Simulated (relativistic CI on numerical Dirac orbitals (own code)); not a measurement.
# Cr³⁺ (3d3) in a crystal field

Calculated by Dirac-Coulomb-Breit CI, orbitals from a KLI potential per configuration, QED by a radiative potential, valence Slater integrals scaled by 0.7, one configuration in a parametric crystal field (own radial code).

Field parameters in Wybourne normalisation: D4h B²₀ = −7Ds, B⁴₀ = 21(Dq − Dt), B⁴₄ = 21√(5/14) Dq. The field is a parameter set, without covalency.

S is read from ⟨S²⟩ = S(S + 1).

Powder χT (cm³ K mol⁻¹) by Van Vleck's formula, with temperature-independent terms:

| Field | 2 K | 5 K | 10 K | 20 K | 50 K | 100 K | 200 K | 300 K |
| --- | --- | --- | --- | --- | --- | --- | --- | --- |
| D4h, 10Dq = 10000, Ds = -1500, Dt = -150 cm⁻¹ | 1.75 | 1.76 | 1.76 | 1.76 | 1.77 | 1.78 | 1.8 | 1.82 |
| D4h, 10Dq = 10000, Ds = -1090, Dt = -150 cm⁻¹ | 1.75 | 1.76 | 1.76 | 1.77 | 1.77 | 1.78 | 1.8 | 1.82 |
| D4h, 10Dq = 10000, Ds = -680, Dt = -150 cm⁻¹ | 1.75 | 1.76 | 1.76 | 1.77 | 1.77 | 1.78 | 1.8 | 1.82 |
| D4h, 10Dq = 10000, Ds = -270, Dt = -150 cm⁻¹ | 1.75 | 1.76 | 1.76 | 1.77 | 1.77 | 1.78 | 1.8 | 1.82 |
| D4h, 10Dq = 10000, Ds = 140, Dt = -150 cm⁻¹ | 1.75 | 1.76 | 1.76 | 1.77 | 1.77 | 1.78 | 1.8 | 1.82 |
| D4h, 10Dq = 10000, Ds = 550, Dt = -150 cm⁻¹ | 1.76 | 1.76 | 1.76 | 1.77 | 1.77 | 1.78 | 1.8 | 1.82 |
| D4h, 10Dq = 10000, Ds = 950, Dt = -150 cm⁻¹ | 1.76 | 1.76 | 1.76 | 1.77 | 1.77 | 1.78 | 1.8 | 1.82 |
| D4h, 10Dq = 10000, Ds = 1360, Dt = -150 cm⁻¹ | 1.75 | 1.76 | 1.76 | 1.77 | 1.77 | 1.78 | 1.8 | 1.82 |

(1) For D4h, 10Dq = 10000, Ds = 1360, Dt = -150 cm⁻¹: what effective moment follows at 300 K?

Results:

(1) μ_eff = √(8χT) = 3.82 μB. The ground level has S = 1.50; the spin-only moment for S = 3/2 is 3.88 μB. The difference comes from the orbital moment, spin-orbit mixing of terms and temperature-independent paramagnetism, all larger in this ionic model than in covalent complexes.
